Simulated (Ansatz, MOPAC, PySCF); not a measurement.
Noncovalent pair: CH4 (SMILES C) (first 5 atoms) with CH6Si (SMILES C[SiH3]); geometry from B3LYP-D3(BJ)/def2-TZVP, rigid monomers moved along the line of their centres of mass till C1···Si7 is 3.53 Å.
(charge 0, multiplicity 1):
```xyz
13

C     -0.08744     0.01240     0.32097
H     -0.33357    -0.40107    -0.65602
H      0.57248    -0.67456     0.84871
H      0.41208     0.97190     0.19234
H     -1.00193     0.15110     0.89595
C      0.57043     1.14073     3.58429
Si    -0.23272    -0.53933     3.80743
H      0.65760     1.39177     2.52640
H      1.57126     1.15316     4.01975
H     -0.01892     1.92016     4.07071
H     -1.59390    -0.55322     3.21888
H     -0.34666    -0.87413     5.24840
H      0.57034    -1.59720     3.14750
```

Counterpoise-corrected where a basis set is named; no monomer relaxation. Rows marked so take none.

Correlated levels freeze the cores. Rows in 3-21G, 6-311+G**, 6-31G*, STO-3G carry no dispersion term and start afresh at each structure (6-31G* with six Cartesian d functions). The state that PM3 reach isn't checked.

Codes used: Ansatz (a first-principles code); MOPAC for PM3 (differences of heats of formation); PySCF for 3-21G rows, 6-311+G** rows, 6-31G* rows, STO-3G rows, the dispersion terms. Each number belongs to the level named beside it.

| level | interaction energy (kcal/mol) |
|---|---|
| PM3 | -0.65 |
| HF/STO-3G (no counterpoise) | 2.43 |
| HF/3-21G (no counterpoise) | 1.82 |
| HF/6-31G* | 2.90 |
| PBE-D3(BJ)/def2-TZVPPD | -0.59 |
| B3LYP/6-311+G** (no counterpoise) | 2.07 |
| B3LYP-D3(BJ)/def2-TZVPPD | -0.44 |
| wB97X-V/def2-TZVPPD | [?] |
| CCSD/aug-cc-pV(D+d)Z | [?] |

Complete the blanks.


- wB97X-V/def2-TZVPPD, interaction energy (kcal/mol): -0.26
- CCSD/aug-cc-pV(D+d)Z, interaction energy (kcal/mol): 0.57
